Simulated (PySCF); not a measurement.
## Exercise with solution: oscillator strength and radiative lifetime

Be(NH2)(SeH) (BeH3NSe), SMILES [NH2][Be][SeH].

The structure is a stationary point at PBE0-D3(BJ)/def2-TZVP. The values are those of a single conformer.

TDDFT-CAM-B3LYP/def2-SVPD (PySCF) puts the first singlet state with f over 0.02 at 5.36 eV (vertical), with the transition dipole (0.000, 0.000, 0.488) in atomic units.

Problem. Find the oscillator strength, the wavelength and the radiative lifetime that this transition would have in vacuum if emission retraced absorption.

Solution. 
|μ|² = 0.2381 au, so |μ| = 1.24 D. ΔE = 5.36/27.211 = 0.1970 hartree. f = (2/3) ΔE |μ|² = 0.031 (the program prints 0.031).
λ = 1239.84/5.36 = 231 nm; ν = 43231 cm⁻¹.
Einstein's coefficient A = 0.6670 ν² f s⁻¹ (ν in cm⁻¹) = 3.9e7 s⁻¹, so τ = 1/A = 26 ns. This state is S1. The figure is the radiative limit of this one transition; relaxation, internal conversion, crossing to triplets and a medium change what is measured.
